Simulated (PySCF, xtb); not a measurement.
C2H6N2OSi, SMILES C[Si@@H](N)OC#N. Other conformers were not sampled.

Harmonic wavenumbers (cm⁻¹) from xtb 6.7.1 with GFN2-xTB at its own minimum, in rising order: 42, 88, 106, 176, 210, 242, 267, 487, 495, 508, 626, 655, 701, 740, 801, 824, 861, 944, 1255, 1381, 1475, 1483, 1505, 2226, 2467, 3030, 3038, 3056, 3476, 3532.

**Question.** What does PySCF with r2SCAN-D4/def2-SVP give at its own minimum? (The exact figures need the calculation; the answer reports its results.)

**Answer.** 43, 96, 151, 207, 246, 277, 314, 387, 511, 521, 629, 650, 716, 765, 839, 874, 892, 951, 1197, 1269, 1422, 1428, 1542, 2273, 2368, 3040, 3144, 3154, 3588, 3688. Paired by order, the mean absolute difference is 48 cm⁻¹ and the zero-point energies are 52.5 and 53.2 kcal/mol.
